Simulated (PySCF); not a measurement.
# One molecule, several mistakes: AlCCl2H2

These are calculations, not measurements. They come from PySCF 2.14.0, an open-source quantum chemistry program, on an isolated molecule that a program drew, which may never have been made. The molecule is AlCCl2H2 (charge 0, doublet), drawn as the SMILES string `[CH2][Al]([Cl])[Cl]`.

Each row is a Hartree-Fock (HF) and frozen-core CCSD(T) single point in the cc-pV(D+d)Z basis, meant for a local HF minimum. Run 1 is clean. Each other run has one planted mistake out of seven kinds, and not every kind appears here: one electron removed, one electron added, multiplicity raised by two, geometry at a saddle point, minimal basis STO-3G, one bond length entered in bohr, all coordinates scaled. The reference is restricted for singlets and unrestricted otherwise, and also for a bond in bohr. Adding or removing an electron swaps singlet and doublet. Electrons count all cores. HOMO and LUMO are orbital energies over both spins, the gradient is its largest component, and the lowest frequency (negative if imaginary) is given only where the gradient is small. Bond lengths are over the 5 bonds as drawn. T1 is the CCSD diagnostic: over 0.02 (restricted) or 0.045 (unrestricted) a single reference is doubtful.

Geometry of the clean run:
```xyz
6
AlCCl2H2, angstrom
C    -0.6499   -0.1366    0.6642
Al   -2.2387   -0.8771    1.4111
Cl   -3.9250   -1.2545    0.2192
Cl   -2.3624   -1.3434    3.4541
H    -0.5463    0.1183   -0.3884
H     0.2439    0.0733    1.2479
```

| run | electrons | basis functions | <S^2> | HOMO (eV) | LUMO (eV) | gradient (hartree/bohr) | lowest frequency (cm^-1) | mean bond (Å) | longest bond (Å) | T1 | HF (hartree) | CCSD(T) (hartree) | mistake |
|---|---|---|---|---|---|---|---|---|---|---|---|---|---|
| 1 | 55 | 93 | 0.758 | -11.08 | 0.74 | 1.6e-05 | 164 | 1.6559 | 2.099 | 0.0100 | -1200.08849 | -1200.58832 | no fault |
| 2 | 56 | 93 | 0.000 | -1.58 | 7.89 | 6.9e-02 | - | 1.6559 | 2.099 | 0.0130 | -1200.08700 | -1200.63095 | one electron added |
| 3 | 55 | 34 | 0.767 | -10.03 | 5.40 | 1.6e-02 | - | 1.6559 | 2.099 | 0.0095 | -1186.89840 | -1186.98731 | minimal basis STO-3G |
| 4 | 54 | 93 | 0.000 | -16.87 | -7.99 | 7.7e-02 | - | 1.6559 | 2.099 | 0.0179 | -1199.74236 | -1200.22855 | one electron removed |
| 5 | 55 | 93 | 0.761 | -11.15 | 0.52 | 3.5e-02 | - | 1.7453 | 2.213 | 0.0114 | -1200.07323 | -1200.57692 | all coordinates scaled |
| 6 | 55 | 93 | 3.769 | -4.77 | -3.64 | 1.2e-01 | - | 1.6559 | 2.099 | 0.0836 | -1199.82378 | -1200.31752 | ? |

**Which mistake was planted in run 6, and what did it cost?**

Electrons, basis and geometry are unchanged, and <S^2> is 3.769, beside S(S+1) = 3.75 for a multiplicity of 4. So the mistake is: multiplicity raised by two. Subtracting run 1 and multiplying by 627.51 kcal/mol a hartree, the energy moved by 166.1 kcal/mol in HF and 169.9 kcal/mol in CCSD(T).

Cautions from the logs. Run 6: T1 is over the limit, so its CCSD(T) energy is less reliable.
